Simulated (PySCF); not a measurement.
Sn(Pgl)(OH)3 (C₃H₆O₃Sn), SMILES C#C[CH2][Sn]([OH])([OH])[OH]. Coordinates come from a PBE0-D3(BJ)/def2-SVP optimisation. The def2 effective core potentials stand for the cores of Sn; spin–orbit coupling is left out. One conformer was computed; it need not be the lowest.

Computed equilibrium geometry at PBE0-D3(BJ)/def2-SVP (PySCF confirms it by a frequency run) as Cartesian coordinates in Å (one conformer of several):
```xyz
13

C      3.1375    -0.1633     1.3970
C      2.4321     0.3299     0.5421
C      1.5346     0.8763    -0.4485
Sn    -0.4171     0.0045    -0.1651
O     -0.4641    -1.1646     1.4271
O     -1.8827     1.2923     0.1453
O     -0.8174    -0.9967    -1.8155
H      3.7933    -0.5785     2.1399
H      1.8442     0.6290    -1.4755
H      1.4296     1.9683    -0.3619
H      0.4363    -1.3385     1.7331
H     -2.2512     1.1623     1.0284
H     -1.7068    -1.3701    -1.8082
```
Charge 0, spin multiplicity 1.
